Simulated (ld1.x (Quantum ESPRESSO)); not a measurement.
## u(r) = r·R(r): atom against pseudo-atom (Zn)

Columns: radius, all-electron u(r) and pseudo u(r) of the 4p shell (level -1.61 eV) of zinc in the configuration [Ne] 3s2 3p6 3d10 4s1.5 4p0.5; revPBE, scalar-relativistic, PAW scheme, ld1.x (Quantum ESPRESSO) 7.5.

| r (bohr) | all-electron | pseudo |
| --- | --- | --- |
| 0.078 | 0.0825 | -0.0003 |
| 0.155 | 0.0853 | -0.0012 |
| 0.232 | 0.0132 | -0.0022 |
| 0.310 | -0.0700 | -0.0031 |
| 0.388 | -0.1308 | -0.0031 |
| 0.465 | -0.1611 | -0.0017 |
| 0.542 | -0.1649 | 0.0019 |
| 0.620 | -0.1485 | 0.0082 |
| 0.698 | -0.1185 | 0.0179 |
| 0.775 | -0.0806 | 0.0310 |
| 0.852 | -0.0386 | 0.0479 |
| 0.930 | 0.0057 | 0.0686 |
| 1.008 | 0.0499 | 0.0928 |
| 1.085 | 0.0922 | 0.1195 |
| 1.162 | 0.1326 | 0.1484 |
| 1.240 | 0.1711 | 0.1791 |
| 1.318 | 0.2070 | 0.2104 |
| 1.395 | 0.2399 | 0.2409 |
| 1.472 | 0.2702 | 0.2704 |
| 1.550 | 0.2983 | 0.2983 |
| 1.628 | 0.3240 | 0.3240 |
| 1.705 | 0.3471 | 0.3471 |
| 1.782 | 0.3680 | 0.3680 |
| 1.860 | 0.3871 | 0.3871 |
| 1.938 | 0.4042 | 0.4042 |
| 2.015 | 0.4193 | 0.4193 |

Question: How many radial nodes do the two functions have?

Answer: The all-electron 4p function has n − l − 1 = 2; the pseudo-wave has 1, since 1 lower shell of the same l stays in the valence.

Question: At about which radius was the pseudo-wave matched?

Answer: 1.55 bohr. The columns agree to 0.0005 from 1.47 bohr on; several derivatives are matched, so the curves merge somewhat inside the radius.

Question: Is the pseudo-wave norm-conserving?

Answer: No, it belongs to a PAW set: the norm inside the radius is not constrained, and the difference is carried by the augmentation charge.
